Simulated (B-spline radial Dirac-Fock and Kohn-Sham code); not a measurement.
# K-line shifts caused by a second vacancy in Au

System: the Au atom, configuration [Xe] 4f14 5d10 6s1.

Model: relaxed Dirac-Fock hole states (ΔSCF) with Breit and QED corrections and a finite nucleus. Program: a radial finite-basis atomic code. Each two-hole energy is an average over J within one jj subconfiguration, not an observable level; in light atoms, where LS coupling holds, the j-resolved values are not observed lines, and for a K spectator the Kα1 hypersatellite is nearly forbidden. Electron correlation is not included.

Lines without a spectator: Kα2 (K-L2) 66985.7 eV, Kα1 (K-L3) 68800.4 eV, Kβ3 (K-M2) 77565.0 eV, Kβ1 (K-M3) 77969.9 eV. Shifts in eV with one spectator hole (a dash: not computed, or left out as unreliable):

| spectator hole | Kα2 | Kα1 | Kβ3 | Kβ1 |
| --- | --- | --- | --- | --- |
| K (1s) | +1085.1 | +1180.2 | +1408.4 | +1430.7 |
| L2 (2p1/2) | +142.2 | +195.1 | – | +361.4 |
| L3 (2p3/2) | +100.1 | +112.7 | +259.9 | – |
| M2 (3p1/2) | – | +31.6 | +58.5 | +69.6 |
| M3 (3p3/2) | +15.81 | – | +47.3 | +48.3 |
| M4 (3d3/2) | +5.19 | +1.87 | – | – |
| M5 (3d5/2) | -0.57 | +3.90 | – | – |
